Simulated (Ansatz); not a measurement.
Input for Ansatz (an electronic-structure program): R-CCSD(T)/cc-pVTZ on C3H9Ga (SMILES [CH3][Ga]([CH3])[CH3]).

Ansatz 0.2 input:
```yaml
crystal:
  periodic: [false, false, false]
  atoms:
    - {symbol: C, position_ang: [-0.91942945, -0.46870777, 1.69807228]}
    - {symbol: Ga, position_ang: [-0.00927880, -0.00927862, -0.00942687]}
    - {symbol: C, position_ang: [-0.69022167, 1.48841944, -1.12684714]}
    - {symbol: C, position_ang: [1.59980240, -1.02943742, -0.58022242]}
    - {symbol: H, position_ang: [-1.42247198, 0.39380034, 2.13737169]}
    - {symbol: H, position_ang: [-0.22590217, -0.88747858, 2.42869912]}
    - {symbol: H, position_ang: [-1.68323866, -1.22760553, 1.50141460]}
    - {symbol: H, position_ang: [-1.76168447, 1.64168970, -0.99053146]}
    - {symbol: H, position_ang: [-0.48432232, 1.33308553, -2.18673907]}
    - {symbol: H, position_ang: [-0.18779780, 2.41389715, -0.82853822]}
    - {symbol: H, position_ang: [1.59124709, -2.04955679, -0.19364886]}
    - {symbol: H, position_ang: [2.49374772, -0.53804692, -0.18359736]}
    - {symbol: H, position_ang: [1.69965008, -1.06058052, -1.66600627]}
basis:
  gaussian:
    orbitals: cc-pVTZ
magnetization: {spin_polarized: false}
correlation: {method: ccsd_t, electrons: outside_noble_gas}
scf: {lower_state_search: off}
```

The log:

```
WARN ansatz: RAYON_NUM_THREADS=4 ignored (pool sized by the plan → 4); use --threads N
Functional definition: HF
these checks for a lower state are left out or cut short: stability, starts, cluster_reference, orbital_swaps, neighbouring_geometries, increment
integrals: 1.72 GiB planned
1459 factors; integrals over basis functions are off by at most 1.3e-3 eV
mean field: 1.01 GiB planned
mean field evaluation 1: about -55566.2702 eV, gradient 4.0e1 eV
mean field evaluation 2: about -55566.3415 eV, gradient 4.0e1 eV
mean field evaluation 4: about -55570.3536 eV, gradient 3.2e0 eV
mean field evaluation 8: about -55570.3981 eV, gradient 1.9e-1 eV
mean field -55570.39830874 eV, -2042.1744708775 hartree, gradient 1.8e-6 eV, S^2 0.000000; 0 other end points of the search recorded, 0 dependent functions left out
17 core orbitals not correlated
reference -55570.39830874 eV, -2042.1744708775 hartree; 12, 12 occupied and 230, 230 virtual orbitals, 1459 factors
second order -16.94228951 eV of doubles, -0.00000000 eV of singles
coupled cluster: 5.26 GiB planned
cycle   1  -17.82904365 eV  change   -8.9e-1 eV  update   7.8e-2
cycle   2  -18.24269231 eV  change   -4.1e-1 eV  update   2.3e-2
cycle   3  -18.29856571 eV  change   -5.6e-2 eV  update   8.0e-3
cycle   4  -18.29765372 eV  change    9.1e-4 eV  update   1.9e-3
cycle   5  -18.29760829 eV  change    4.5e-5 eV  update   5.9e-4
cycle   6  -18.29752005 eV  change    8.8e-5 eV  update   1.6e-4
cycle   7  -18.29750339 eV  change    1.7e-5 eV  update   4.4e-5
cycle   8  -18.29751245 eV  change   -9.1e-6 eV  update   1.5e-5
perturbative correction -0.67854763 eV, -0.0249361655 hartree
Total energy: -55589.37436882 eV, -2042.8718282230 hartree
Checks for a lower state left out: stability, starts, cluster_reference, orbital_swaps, neighbouring_geometries, increment
```

The calculation finished and met its thresholds.

Cost: about 6 core-minutes (a rough figure).
